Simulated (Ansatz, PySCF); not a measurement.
ScF₂, SMILES [F][Sc][F] (connectivity only; charge and spin as stated), neutral, multiplicity 2. Atoms are numbered in the order given.

```xyz
3

Sc     0.0000     0.0000     0.4138
F      0.0000    -1.5777    -0.5025
F      0.0000     1.5777    -0.5025
```
Charge 0, spin multiplicity 2.

Geometry optimised at PBE0-D3(BJ)/def2-TZVP. The multiplicity is an assumed one; other spin states were not compared. The isomer is the one that the SMILES or the coordinates give; other isomers of the formula were not compared.

Two levels are set side by side: PBE-D3(BJ)/def2-TZVP (Ansatz, a program for electronic structure) and PBE0-D3(BJ)/def2-TZVP (Ansatz). Each level has its own optimised geometry; the coordinates shown are those of the second. Frequencies come from the Hessian of PySCF at each geometry. Differences are taken from unrounded values.

```json
[
 {"quantity": "mean bond length (Å)", "PBE0-D3(BJ)": "1.825", "PBE-D3(BJ)": "1.831", "PBE-D3(BJ) minus PBE0-D3(BJ)": "0.007"},
 {"quantity": "bond Sc1–F2 (Å)", "PBE0-D3(BJ)": "1.825", "PBE-D3(BJ)": "1.831", "PBE-D3(BJ) minus PBE0-D3(BJ)": "0.007"},
 {"quantity": "bond Sc1–F3 (Å)", "PBE0-D3(BJ)": "1.825", "PBE-D3(BJ)": "1.831", "PBE-D3(BJ) minus PBE0-D3(BJ)": "0.007"},
 {"quantity": "highest harmonic wavenumber (cm⁻¹)", "PBE0-D3(BJ)": "718", "PBE-D3(BJ)": "698", "PBE-D3(BJ) minus PBE0-D3(BJ)": "-20"},
 {"quantity": "mean harmonic wavenumber (cm⁻¹)", "PBE0-D3(BJ)": "510", "PBE-D3(BJ)": "502", "PBE-D3(BJ) minus PBE0-D3(BJ)": "-7"},
 {"quantity": "zero-point energy (kcal/mol)", "PBE0-D3(BJ)": "2.19", "PBE-D3(BJ)": "2.15", "PBE-D3(BJ) minus PBE0-D3(BJ)": "-0.03"}
]
```

Exact exchange shortens and stiffens bonds; PBE has none. Differences between two approximate levels are no errors against the true value.
